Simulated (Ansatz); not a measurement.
Molecule: HgH (charge 0, doublet). The spin state was set by rule; other spins were not relaxed. 
Geometry from a B3LYP-D3(BJ)/def2-TZVP (Ansatz, a first-principles code) optimisation:
```
Hg
H 1 1.7968
```
Charge 0, spin multiplicity 2.

Wanted: vertical ionisation energy (to the singlet state of charge +1; each state is the SCF solution reached for its spin; for the singlet T1 is 0.030), in eV. Valence correlation only, unless marked. UHF or UKS for open shells. Spin-orbit coupling is left out. Frozen are the shells of the preceding noble gas and the d and f shells that filled before the atom's block. Past Kr the def2 sets carry scalar-relativistic core potentials. CBS marks a two-point X^-3 extrapolation of the correlation energy; Hartree-Fock from the larger set.

```json
[
 {"level": "SVWN5/def2-TZVPD", "program": "Ansatz", "vertical ionisation energy (eV)": "?"},
 {"level": "r2SCAN/def2-TZVPD", "program": "Ansatz", "vertical ionisation energy (eV)": "?"},
 {"level": "wB97M-V/def2-TZVPD", "program": "Ansatz", "vertical ionisation energy (eV)": "8.08"},
 {"level": "CCSD/def2-SVPD", "program": "Ansatz", "vertical ionisation energy (eV)": "7.99"},
 {"level": "CCSD/def2-TZVPPD", "program": "Ansatz", "vertical ionisation energy (eV)": "8.10"},
 {"level": "CCSD(T)/CBS(def2-TZVPPD,def2-QZVPPD)", "program": "Ansatz", "vertical ionisation energy (eV)": "?"}
]
```

Question: Complete the blanks.

Answer: 
- SVWN5/def2-TZVPD, vertical ionisation energy (eV): 8.38
- r2SCAN/def2-TZVPD, vertical ionisation energy (eV): 8.39
- CCSD(T)/CBS(def2-TZVPPD,def2-QZVPPD), vertical ionisation energy (eV): 8.23
